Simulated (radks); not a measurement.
The numbers below are computed, except where a source is named.
Sr I, 38 electrons, occupied as [Kr] 5s2 (the NIST ground configuration). Code: a radial shooting solver on a logarithmic mesh with Libxc functionals. Model: scalar-relativistic Kohn-Sham, LB94 model potential, spin-unpolarised, spherical densities, finite nucleus; Fermi nuclear charge, rms radius 4.224 fm.

Normalised radial functions P(r) = r R(r), r in bohr:

| r | 3p | 3d | 5s |
|---|---|---|---|
| 0.002419 | 0.0044 | 0.0000 | 0.0192 |
| 0.002817 | 0.0058 | 0.0000 | 0.0218 |
| 0.003279 | 0.0077 | 0.0000 | 0.0248 |
| 0.003787 | 0.0100 | 0.0001 | 0.0279 |
| 0.004409 | 0.0132 | 0.0001 | 0.0315 |
| 0.005132 | 0.0174 | 0.0002 | 0.0354 |
| 0.005975 | 0.0228 | 0.0002 | 0.0395 |
| 0.006956 | 0.0300 | 0.0004 | 0.0439 |
| 0.008097 | 0.0393 | 0.0006 | 0.0484 |
| 0.009427 | 0.0514 | 0.0009 | 0.0529 |
| 0.01097 | 0.0669 | 0.0013 | 0.0571 |
| 0.01278 | 0.0868 | 0.0020 | 0.0609 |
| 0.01487 | 0.1121 | 0.0031 | 0.0639 |
| 0.01731 | 0.1438 | 0.0047 | 0.0657 |
| 0.02016 | 0.1832 | 0.0071 | 0.0657 |
| 0.02328 | 0.2285 | 0.0105 | 0.0636 |
| 0.0271 | 0.2858 | 0.0158 | 0.0586 |
| 0.03155 | 0.3532 | 0.0235 | 0.0500 |
| 0.03673 | 0.4302 | 0.0348 | 0.0375 |
| 0.04276 | 0.5152 | 0.0509 | 0.0208 |
| 0.04978 | 0.6045 | 0.0738 | 0.0000 |
| 0.05795 | 0.6919 | 0.1057 | -0.0241 |
| 0.06746 | 0.7686 | 0.1493 | -0.0500 |
| 0.07853 | 0.8223 | 0.2078 | -0.0751 |
| 0.09143 | 0.8381 | 0.2843 | -0.0961 |
| 0.1064 | 0.7998 | 0.3815 | -0.1089 |
| 0.1239 | 0.6918 | 0.5008 | -0.1091 |
| 0.1442 | 0.5033 | 0.6414 | -0.0933 |
| 0.1666 | 0.2490 | 0.7903 | -0.0621 |
| 0.1939 | -0.0885 | 0.9558 | -0.0135 |
| 0.2258 | -0.4698 | 1.1172 | 0.0454 |
| 0.2628 | -0.8530 | 1.2582 | 0.1047 |
| 0.306 | -1.1881 | 1.3622 | 0.1516 |
| 0.3562 | -1.4271 | 1.4143 | 0.1728 |
| 0.4147 | -1.5357 | 1.4039 | 0.1582 |
| 0.4828 | -1.5026 | 1.3280 | 0.1044 |
| 0.562 | -1.3431 | 1.1919 | 0.0169 |
| 0.6543 | -1.0955 | 1.0091 | -0.0889 |
| 0.7617 | -0.8107 | 0.7999 | -0.1902 |
| 0.8867 | -0.5398 | 0.5887 | -0.2618 |
| 1.032 | -0.3205 | 0.3994 | -0.2827 |
| 1.192 | -0.1744 | 0.2550 | -0.2460 |
| 1.388 | -0.0803 | 0.1445 | -0.1482 |
| 1.616 | -0.0317 | 0.0734 | -0.0023 |
| 1.881 | -0.0105 | 0.0329 | 0.1682 |
| 2.19 | -0.0028 | 0.0128 | 0.3331 |
| 2.549 | -0.0006 | 0.0042 | 0.4629 |
| 2.968 | -0.0001 | 0.0011 | 0.5384 |
| 3.455 | 0.0000 | 0.0002 | 0.5562 |
| 4.022 | 0.0000 | 0.0000 | 0.5240 |
| 4.682 | 0.0000 | 0.0000 | 0.4535 |
| 5.451 | 0.0000 | 0.0000 | 0.3591 |
| 6.346 | 0.0000 | 0.0000 | 0.2575 |
| 7.329 | 0.0000 | 0.0000 | 0.1691 |
| 8.532 | 0.0000 | 0.0000 | 0.0956 |
| 9.932 | 0.0000 | 0.0000 | 0.0466 |
| 11.56 | 0.0000 | 0.0000 | 0.0192 |
| 13.46 | 0.0000 | 0.0000 | 0.0065 |
| 15.67 | 0.0000 | 0.0000 | 0.0018 |
| 18.24 | 0.0000 | 0.0000 | 0.0004 |

3p: eigenvalue -267.23 eV, 1 radial node at r = 0.187 bohr, <r> = 0.499 bohr, 90 % of the charge inside 0.757 bohr. 3d: eigenvalue -139.08 eV, 0 radial nodes, <r> = 0.495 bohr, 90 % of the charge inside 0.802 bohr. 5s: eigenvalue -6.293 eV, 4 radial nodes at r = 0.0498, 0.201, 0.576, 1.62 bohr, <r> = 4.01 bohr, 90 % of the charge inside 6.00 bohr.
